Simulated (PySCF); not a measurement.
## How the method changes the constants of SI

State: ²Π (doublet), unpaired electrons π ↑. Set-up: PySCF, scalar-relativistic core potentials, basis sets S def2-SVP, I def2-SVP with ECP28. De refers to S + I in their high-spin ground configurations, without counterpoise correction. The functionals are run spin-unrestricted. A positive dipole means S(−)I(+). Levels whose curve was spin-contaminated or gave no clean fit are not listed.

```json
{"Level": "UHF", "Re (Å)": "2.376", "ωe (cm⁻¹)": "379", "De (eV)": "0.53", "μ (D)": "0.42"}
{"Level": "UHF-CCSD", "Re (Å)": "2.381", "ωe (cm⁻¹)": "365", "De (eV)": "1.54", "μ (D)": "n/a"}
{"Level": "UHF-CCSD(T)", "Re (Å)": "2.385", "ωe (cm⁻¹)": "360", "De (eV)": "1.66", "μ (D)": "n/a"}
{"Level": "PBE", "Re (Å)": "2.358", "ωe (cm⁻¹)": "384", "De (eV)": "2.61", "μ (D)": "1.33"}
{"Level": "TPSS", "Re (Å)": "2.359", "ωe (cm⁻¹)": "381", "De (eV)": "2.45", "μ (D)": "1.30"}
{"Level": "r²SCAN", "Re (Å)": "2.348", "ωe (cm⁻¹)": "389", "De (eV)": "2.36", "μ (D)": "1.23"}
{"Level": "PBE0", "Re (Å)": "2.336", "ωe (cm⁻¹)": "398", "De (eV)": "2.28", "μ (D)": "1.13"}
{"Level": "HSE06", "Re (Å)": "2.341", "ωe (cm⁻¹)": "395", "De (eV)": "2.29", "μ (D)": "1.13"}
{"Level": "BHandHLYP", "Re (Å)": "2.351", "ωe (cm⁻¹)": "389", "De (eV)": "1.81", "μ (D)": "0.82"}
{"Level": "B2PLYP", "Re (Å)": "2.361", "ωe (cm⁻¹)": "382", "De (eV)": "1.99", "μ (D)": "0.74"}
```

The bond length runs from 2.336 Å (PBE0) to 2.385 Å (UHF-CCSD(T)). De spans 0.53 eV (UHF, mean field) to 2.61 eV (PBE, GGA). Correlation at CCSD(T) changes the Hartree–Fock bond energy by +1.13 eV; the triples alone change it by +0.12 eV.

Correlated steps freeze 9 core orbitals. Correlated levels converge slowly with the basis: in double zeta they bind strong bonds too weakly, by up to about 1 eV, and carry superposition errors of some tenths. These are scalar-relativistic numbers at best; spin–orbit coupling would shift them, the dissociation energy most. B2PLYP dipoles, levels and charges come from its SCF part alone. The state was picked by a PBE0 search and need not be the measured ground state.
